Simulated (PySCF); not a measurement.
```xyz
4
charge -1 multiplicity 1, angstrom
Sr    0.0000    0.0000    0.0000
Cl    0.0051    0.0000    2.7299
Cl    2.3617    0.0000   -1.3694
Cl   -2.3667    0.0000   -1.3606
```

Method: PBE in PySCF with Sr def2-SVPD with ECP28, Cl def2-SVPD; scalar-relativistic core potentials, no spin–orbit coupling; density-fitted integrals.

This geometry of [SrCl3]- is a stationary point at this level.

Question: What is the point group?

Answer: D3h.

Question: Is it a minimum?

Answer: Yes: all harmonic wavenumbers are real.

Question: Give the atomic charges and bond orders.

Answer: 
| atom | Mulliken | Löwdin | polar tensor | Mayer order to Sr1 |
| --- | --- | --- | --- | --- |
| Sr1 | 1.25 | 0.69 | 1.54 | – |
| Cl2,3,4 | -0.75 | -0.56 | -0.85 | 0.47 |

Question: Give the ideal-gas entropy at 298.15 K and 1 bar by parts.

Answer: translation 174.5, rotation 110.9, vibration 77.0, spin 0.0; total 362.4 J/(mol K).

Only a few start shapes were tried, so a lower isomer may exist. The lowest empty level of this anion is unbound, so it and the gap depend on the basis.
